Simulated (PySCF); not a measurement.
Electron correlation in Fe⁺ (iron, charge +1)

[Ar] 3d6 4s1, high-spin 6D determinant. Computed with PySCF 2.14 in x2c-TZVPall, with the spin-free X2C one-electron Hamiltonian (Gaussian nucleus). Frozen: [Ar]; 7 electrons correlated.

MP2 pair energies summed by pair of shells (mhartree):

| pair | energy | share (%) |
| --- | --- | --- |
| 3d-3d | -101.08 | 88.3 |
| 3d-4s | -13.36 | 11.7 |

Total MP2 correlation energy: -114.44 mhartree.

Same-spin part -68.79 and opposite-spin part -45.65 mhartree; SCS-MP2 scales them by 1/3 and 6/5 to -77.71 mhartree.
